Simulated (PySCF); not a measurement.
Zn(Me)(SH) (CH₄SZn), SMILES [CH3][Zn][SH].

The structure is a stationary point at B3LYP-D3(BJ)/def2-SVP. Other conformers were not sampled.

These are PySCF with B3LYP-D3(BJ)/def2-SVP values and carry that method's errors.

Frequencies are harmonic and unscaled.

A small imaginary wavenumber (i) marks a very flat motion, where grid noise or a shallow saddle decides the sign.

```csv
mode,ν (cm⁻¹),IR (km/mol),moving atoms (share of kinetic energy)
1,17i,9.7,H 98 %
2,111,6.3,"Zn 36 %, C 28 %, H 20 %, S 16 %"
3,114,5.5,"Zn 37 %, C 28 %, H 18 %, S 18 %"
4,360,15.4,"S 66 %, Zn 16 %, C 13 %"
5,567,27.7,"C 55 %, Zn 26 %, H 17 %"
6,602,15.7,H 92 %
7,690,32.1,"H 82 %, C 17 %"
8,694,27.1,"H 82 %, C 15 %"
9,1198,0.1,"H 81 %, C 19 %"
10,1432,1.7,H 95 %
11,1432,1.4,H 95 %
12,2652,5.7,H 97 %
13,3030,13.1,H 97 %
14,3126,7.2,"H 91 %, C 9 %"
15,3128,7.5,"H 91 %, C 9 %"
```
